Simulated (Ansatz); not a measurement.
Reaction: H3BPO (SMILES [O]BP, doublet) → H3BPO (SMILES OB[PH], doublet)
Each species at its own B3LYP-D3(BJ)/def2-TZVP minimum (Ansatz, an electronic-structure program), one conformer.

Quantity: isomerisation energy (electronic), in kJ/mol. UHF or UKS for unpaired electrons; spin-orbit terms are left out. CBS(X,Y): correlation extrapolated as X^-3, Hartree-Fock from the larger set. A bracket is a step between two methods taken in the basis named. The functionals are non-relativistic, so their misses hold any scalar relativity. Double hybrids freeze cores in their MP2 part. 'core' is core correlation in cc-pwCVTZ (1s frozen past Ne), 'X2C' scalar relativity in cc-pVTZ-DK, both at CCSD(T). The UHF reference of H3BOP ([O]BP, doublet) is spin-contaminated (<S^2> up to 0.05 over the pure value in the sets run).

CCSD(T)/CBS(cc-pV(T+d)Z,cc-pV(Q+d)Z) + [CCSDT(Q) - CCSD(T)]/cc-pV(D+d)Z + core + X2C (Ansatz) gives -61.2 kJ/mol.

What does PBE/def2-TZVPD (Ansatz) give here, and how do the other levels compare?

PBE gives -29.2 kJ/mol, 32.0 kJ/mol above it. Differences of the others: r2SCAN/def2-TZVPD (Ansatz) 22.6; B3LYP/def2-TZVPD (Ansatz) 20.2; PBE0/def2-TZVPD (Ansatz) 8.4; wB97M-V/def2-TZVPD (Ansatz) 4.3; B2PLYP/def2-TZVPD (Ansatz) 8.1; CCSD(T)/CBS(cc-pV(T+d)Z,cc-pV(Q+d)Z) + core + X2C (Ansatz) -4.2 kJ/mol.
